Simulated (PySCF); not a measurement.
Compound: C5H8FNO.
Numbering: `[H]/[N:8]=[C:7]1\[C@H:3]([O:2][CH3:1])[CH2:4][C@@H:5]1[F:6]`

NICS = −σ at a ghost point: NICS(0) at the centroid of the ring atoms, NICS(1) 1 Å to either side along the normal of their mean plane, zz for the tensor component along that normal. Level: GIAO PBE0/pcSseg-1 (PySCF, non-relativistic, gas phase) on the GFN2-xTB geometry, one conformer.

Ring bond lengths (Å), with Mayer bond orders in brackets: C3–C4 1.551 (1.01), C4–C5 1.538 (1.04), C5–C7 1.514 (0.94), C7–C3 1.528 (0.92).

**Question.** What do the NICS probes read (ppm)?

**Answer.** 
| ring | type | NICS(0) | NICS(1), two faces | NICS(1)zz, two faces | rms pucker (Å) | centre to ring atoms, mean (Å) |
| --- | --- | --- | --- | --- | --- | --- |
| C3–C4–C5–C7 | 4-membered carbocycle; formal bonds all single | 0.8 | -1.2 / -4.3 | 2.9 / -3.7 | 0.10 | 1.08 |

**Question.** What do they say, and how far can they be read as aromaticity?

**Answer.** 
- C3–C4–C5–C7: mean NICS(1)zz -0.4 ppm, near zero. C3, C4, C5 have four or more neighbours, and the NICS criterion for π rings isn't applied. A hydrogen on C4, outside the ring, lies only 1.45 Å from a NICS(1) probe, which then mostly feels that atom. The two faces differ by 6.6 ppm, so no symmetry operation interchanges them.

The values belong to the conformer `[H]/[N:8]=[C:7]1\[C@H:3]([O:2][CH3:1])[CH2:4][C@@H:5]1[F:6]`: C1–O2–C3–C4 -77°.
